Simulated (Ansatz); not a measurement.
One geometry of PbO2H2, several levels of theory.

```yaml
crystal:
  periodic: [false, false, false]
  atoms:
    - {symbol: Pb, position_ang: [0.057615, -0.417330, 1.243001]}
    - {symbol: O, position_ang: [0.427604, -1.650891, -0.376397]}
    - {symbol: O, position_ang: [-0.296904, 1.192031, -0.046941]}
    - {symbol: H, position_ang: [-0.521191, 2.025651, 0.374254]}
    - {symbol: H, position_ang: [0.332886, -1.149462, -1.193917]}
basis:
  gaussian: {orbitals: def2-TZVPD, initial_orbitals: start.molden}
hamiltonian: {xc: pbe0, dispersion: d4}
scf: {omitted_lower_state_checks: [starts]}
output: {orbitals: {seedname: orbitals}}
```

The file start.molden holds the orbitals of an earlier run on this structure, at another level or in another basis.

```sh
$ ansatz run in.yaml --threads 4 --pin off --events-out ev --progress --plain --max-ram 3916MiB
```

It prints (some lines left out):

```
Functional definition: PBE0
  name "PBE0"
  cite "Adamo & Barone, J. Chem. Phys. 110, 6158 (1999) doi:10.1063/1.478522"
  cite "Perdew, Burke & Ernzerhof, Phys. Rev. Lett. 77, 3865 (1996) doi:10.1103/PhysRevLett.77.3865"
  parent pbe
  parameter a = 0.25
  parameter kappa = 0.804
  parameter beta = 0.06672455060314922
  exchange = (1 - a)*pbe_x(kappa = kappa, mu = beta*pi^2/3) + a*exact_x
  correlation = pbe_c(beta = beta)
these checks for a lower state are left out or cut short: starts
941 factors; their error is unknown
mean field evaluation 1: about -9373.5513 eV, gradient 5.0e0 eV
mean field evaluation 2: about -9373.6691 eV, gradient 2.2e-1 eV
mean field evaluation 4: about -9373.7206 eV, gradient 5.2e-4 eV
mean field -9373.72061423 eV, -344.4778788369 hartree, gradient 2.0e-5 eV, S^2 0.000000; 0 other end points of the search recorded, 0 dependent functions left out
reference -9373.72065296 eV, -344.4778802603 hartree; 20, 20 occupied and 134, 134 virtual orbitals, 941 factors
Total energy: -9373.78772301 eV, -344.4803450390 hartree
Checks for a lower state left out: starts
```

Hardware: 4 threads of Arm Neoverse V1 on a shared host. Wall time 1.1 s.

The first input with `gaussian: {orbitals: def2-TZVP, initial_orbitals: start.molden}`, `hamiltonian: {xc: {name: B97M-V}}` (abridged; 2.4 s):

```
Functional definition: B97M-V
mean field -9376.75823663 eV, -344.5895094011 hartree, gradient 2.0e-5 eV, S^2 0.000000
Total energy: -9376.75829616 eV, -344.5895115889 hartree
Checks for a lower state left out: starts
```

The first input with `hamiltonian: {xc: pbe, dispersion: d4}` (abridged; 0.95 s):

```
Functional definition: PBE
mean field -9374.94368150 eV, -344.5228257301 hartree, gradient 1.5e-5 eV, S^2 0.000000
Total energy: -9375.02395946 eV, -344.5257758905 hartree
Checks for a lower state left out: starts
```

As the first input, with `gaussian: {orbitals: def2-TZVP, initial_orbitals: start.molden}`, `hamiltonian: {xc: {text: "exchange = 0.65*pbe_x + 0.35*exact_x\ncorrelation = pbe_c"}}` (abridged; 0.85 s):

```
Functional definition: unnamed
mean field -9373.18304822 eV, -344.4581236505 hartree, gradient 9.9e-6 eV, S^2 0.000000
Total energy: -9373.18307373 eV, -344.4581245878 hartree
Checks for a lower state left out: starts
```

First input, but with `gaussian: {orbitals: def2-TZVP, initial_orbitals: start.molden}`, `hamiltonian: {xc: {name: CAM-B3LYP}, dispersion: d4}` (abridged; 1 s):

```
Functional definition: CAM-B3LYP
mean field -9375.93646068 eV, -344.5593096921 hartree, gradient 8.1e-6 eV, S^2 0.000000
Total energy: -9376.00555552 eV, -344.5618488804 hartree
Checks for a lower state left out: starts
```

The first input with `gaussian: {orbitals: def2-SVP, initial_orbitals: start.molden}`, `hamiltonian: {xc: pbe, dispersion: d4}` (abridged; 0.4 s):

```
Functional definition: PBE
mean field -9369.01225774 eV, -344.3048499274 hartree, gradient 1.8e-5 eV, S^2 0.000000
Total energy: -9369.09251699 eV, -344.3077994003 hartree
Checks for a lower state left out: starts
```

First input, but with `gaussian: {orbitals: def2-TZVP, initial_orbitals: start.molden}`, `hamiltonian: {xc: {text: "exchange = 0.95*pbe_x + 0.05*exact_x\ncorrelation = pbe_c"}}` (abridged; 0.8 s):

```
Functional definition: unnamed
mean field -9374.54651453 eV, -344.5082301131 hartree, gradient 1.4e-5 eV, S^2 0.000000
Total energy: -9374.54655294 eV, -344.5082315245 hartree
Checks for a lower state left out: starts
```

Geometry: PBE0-D4/def2-TZVP.

In the def2 sets Pb takes a core potential; there is no spin–orbit coupling. The structure comes from a short search, and lower isomers may exist.
